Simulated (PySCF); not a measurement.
## Why did this PySCF run fail?

```python
from pyscf import gto, dft

mol = gto.M(
    atom='B 0 0 0; Te 0 0 2.135',
    basis='x2c-svpall',
    charge=0,
    spin=1,
    verbose=4,
)
mf = dft.UKS(mol, xc='revpbe')
mf = mf.sfx2c1e()
mf.level_shift = -0.2
mf.kernel()
mf.stability(internal=True, external=True)
mf.dip_moment()
print('orbital energies (hartree):', [e[max(0, n-3):n+3].round(4) for e, n in zip(mf.mo_energy, mol.nelec)])
```

```bash
$ OMP_NUM_THREADS=1 python input.py
```

The log, shortened:

```
[earlier lines left out]
cycle= 1 E= -6817.54861236334  delta_E= 0.0882  |g|= 0.33  |ddm|=  1.8

cycle= 2 E= -6816.75446854803  delta_E= 0.794  |g|= 0.763  |ddm|= 2.59

cycle= 3 E= -6817.07613568725  delta_E= -0.322  |g|= 0.747  |ddm|= 3.06
cycle= 4 E= -6817.26544953452  delta_E= -0.189  |g|= 0.295  |ddm|= 3.08
cycle= 5 E= -6817.15247518536  delta_E= 0.113  |g|= 0.715  |ddm|= 3.09
cycle= 6 E= -6817.28561274322  delta_E= -0.133  |g|= 0.255  |ddm|= 3.22
cycle= 7 E= -6816.89119584157  delta_E= 0.394  |g|= 0.874  |ddm|=  3.3
cycle= 8 E= -6817.31348993329  delta_E= -0.422  |g|= 0.243  |ddm|= 3.26
cycle= 9 E= -6816.50834885415  delta_E= 0.805  |g|= 1.05  |ddm|= 3.33
cycle= 10 E= -6817.35547167459  delta_E= -0.847  |g|= 0.213  |ddm|= 3.22
[30 cycles left out]
cycle= 41 E= -6816.31978213613  delta_E= 1.07  |g|= 1.03  |ddm|= 3.17
cycle= 42 E= -6817.33510394601  delta_E= -1.02  |g|= 0.32  |ddm|= 3.24
cycle= 43 E= -6816.48257162449  delta_E= 0.853  |g|= 0.978  |ddm|= 3.23
cycle= 44 E= -6817.36126877242  delta_E= -0.879  |g|= 0.244  |ddm|= 3.24
cycle= 45 E= -6816.29933950376  delta_E= 1.06  |g|= 1.07  |ddm|= 3.23
cycle= 46 E= -6817.3742804646  delta_E= -1.07  |g|= 0.239  |ddm|= 3.24
cycle= 47 E= -6816.17701484413  delta_E=  1.2  |g|= 1.09  |ddm|= 3.25
cycle= 48 E= -6817.3839773927  delta_E= -1.21  |g|= 0.246  |ddm|= 3.23
cycle= 49 E= -6816.13955893958  delta_E= 1.24  |g|= 1.09  |ddm|= 3.24
cycle= 50 E= -6817.37717632583  delta_E= -1.24  |g|= 0.269  |ddm|= 3.22
SCF not converged.
SCF energy = -6817.37717632583 after 50 cycles  <S^2> = 0.86121945  2S+1 = 2.1082879
uhf_internal: lowest eigs of H = [-0.39662185 -0.39367545 -0.39365299]
<class 'pyscf.x2c.sfx2c1e.sfX2C1eUKS'> wavefunction has an internal instability
uhf_real2complex: lowest eigs of H = [-0.19259779 -0.19259381 -0.19258461]
<class 'pyscf.x2c.sfx2c1e.sfX2C1eUKS'> wavefunction has an real -> complex instability
uhf_external: lowest eigs of H = [-0.20686364 -0.20345589 -0.18503231]
Dipole moment(X, Y, Z, Debye):  0.03927, -0.00826, -8.54128
orbital energies (hartree): [array([-0.3952, -0.3952, -0.3341, -0.2011, -0.2011, -0.129 ]), array([-0.5119, -0.3798, -0.3798, -0.3054, -0.1861, -0.1861])]
```

Problem. Which setting is at fault, why, and what does a mended input give?

Solution. The level shift (hartree) (-0.2): a negative shift narrows the gap and lets the occupation swap. With this edit
```diff
- mf.level_shift = -0.2
```
the run finishes: E(SCF) = -6817.711371 Eh, 11 cycles, ⟨S²⟩ = 0.779, μz(SCF) = 0.23 D, internal stable; real -> complex stable.

The bond length is a typed value, not an optimised one. No search for the lowest solution was made.
